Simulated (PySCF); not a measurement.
C2H6Cl2Sn, SMILES [CH3][Sn]([CH3])([Cl])[Cl].

Geometry optimised at PBE-D3(BJ)/def2-SVP. The isomer is the one that the SMILES or the coordinates give; other isomers of the formula were not compared. The def2 effective core potentials stand for the cores of Sn; spin–orbit coupling is left out.

The numbers are results of PBE-D3(BJ)/def2-SVP (PySCF 2.14.0), not measurements.

Frequencies are harmonic and unscaled.

A small imaginary wavenumber (i) marks a very flat motion, where grid noise or a shallow saddle decides the sign.

Computed normal modes with their intensities:
| mode | ν (cm⁻¹) | IR (km/mol) | moving atoms (share of kinetic energy) |
|---|---|---|---|
| 1 | 24i | 0.0 | H 100 % |
| 2 | 20i | 0.0 | H 99 % |
| 3 | 100 | 1.3 | Cl 59 %, C 27 %, H 12 % |
| 4 | 109 | 0.0 | C 47 %, Cl 31 %, H 22 % |
| 5 | 120 | 4.2 | C 34 %, Cl 26 %, Sn 21 %, H 19 % |
| 6 | 126 | 9.0 | Cl 36 %, C 26 %, Sn 25 %, H 13 % |
| 7 | 127 | 1.8 | C 46 %, H 27 %, Sn 15 %, Cl 12 % |
| 8 | 348 | 27.3 | Cl 82 %, Sn 15 % |
| 9 | 361 | 55.6 | Cl 73 %, Sn 27 % |
| 10 | 494 | 12.9 | C 75 %, H 18 % |
| 11 | 528 | 22.4 | C 66 %, H 18 %, Sn 16 % |
| 12 | 706 | 21.3 | H 85 %, C 14 % |
| 13 | 717 | 0.0 | H 84 %, C 16 % |
| 14 | 755 | 67.3 | H 81 %, C 17 % |
| 15 | 771 | 56.5 | H 81 %, C 18 % |
| 16 | 1152 | 0.1 | H 81 %, C 19 % |
| 17 | 1159 | 0.2 | H 83 %, C 17 % |
| 18 | 1370 | 1.8 | H 95 % |
| 19 | 1373 | 2.4 | H 95 % |
| 20 | 1374 | 1.1 | H 95 % |
| 21 | 1380 | 6.6 | H 95 % |
| 22 | 2996 | 0.5 | H 98 % |
| 23 | 2997 | 0.8 | H 98 % |
| 24 | 3117 | 0.0 | H 90 %, C 10 % |
| 25 | 3118 | 0.3 | H 90 %, C 10 % |
| 26 | 3125 | 0.3 | H 90 %, C 10 % |
| 27 | 3125 | 0.0 | H 90 %, C 10 % |
